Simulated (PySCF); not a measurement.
Si(F)(Me)2(Cl) (C2H6ClFSi), SMILES F[Si](Cl)(C)C.

Coordinates come from a PBE0-D3(BJ)/def2-SVP optimisation.

Calculation: PBE0-D3(BJ)/def2-SVP (PySCF).

Frequencies are harmonic and unscaled.

Computed normal modes with their intensities:
```tsv
mode	ν (cm⁻¹)	IR (km/mol)	Raman (Å⁴/amu)	depolarisation	moving atoms (share of kinetic energy)
1	142	0.0	0.0	–	H 99 %
2	154	0.1	0.0	–	H 96 %
3	176	0.3	1.7	0.75	C 37 %, H 24 %, Cl 22 %, F 14 %
4	181	0.7	1.4	0.74	C 41 %, H 30 %, F 17 %, Cl 10 %
5	227	0.8	0.9	0.51	H 31 %, C 25 %, Si 19 %, F 15 %, Cl 10 %
6	263	10.4	1.5	0.74	F 42 %, Cl 25 %, Si 14 %, H 10 %, C 9 %
7	280	23.3	1.8	0.75	F 32 %, C 23 %, Si 22 %, H 19 %
8	516	54.2	9.4	0.08	Cl 42 %, Si 26 %, C 18 %, H 9 %
9	681	40.1	11.1	0.15	C 46 %, H 24 %, Si 22 %
10	698	0.3	2.4	0.75	H 66 %, C 29 %
11	746	0.2	1.3	0.75	H 78 %, C 21 %
12	796	9.6	1.7	0.74	H 56 %, F 21 %, C 20 %
13	821	138.5	0.7	0.75	Si 43 %, H 30 %, C 26 %
14	852	153.1	0.9	0.39	H 61 %, C 22 %, Si 16 %
15	931	172.7	0.3	0.51	Si 46 %, F 34 %, H 14 %
16	1272	59.7	0.7	0.75	H 75 %, C 24 %
17	1274	27.5	0.6	0.14	H 77 %, C 22 %
18	1417	0.3	20.0	0.75	H 96 %
19	1418	2.0	2.2	0.75	H 96 %
20	1426	5.2	21.4	0.75	H 96 %
21	1430	11.4	0.5	0.66	H 96 %
22	3063	0.1	0.8	0.75	H 97 %
23	3064	0.4	259.9	0.00	H 97 %
24	3169	0.0	18.6	0.75	H 91 %, C 9 %
25	3170	1.9	133.5	0.75	H 91 %, C 9 %
26	3178	0.0	57.1	0.75	H 91 %, C 9 %
27	3178	0.3	97.4	0.73	H 91 %, C 9 %
```
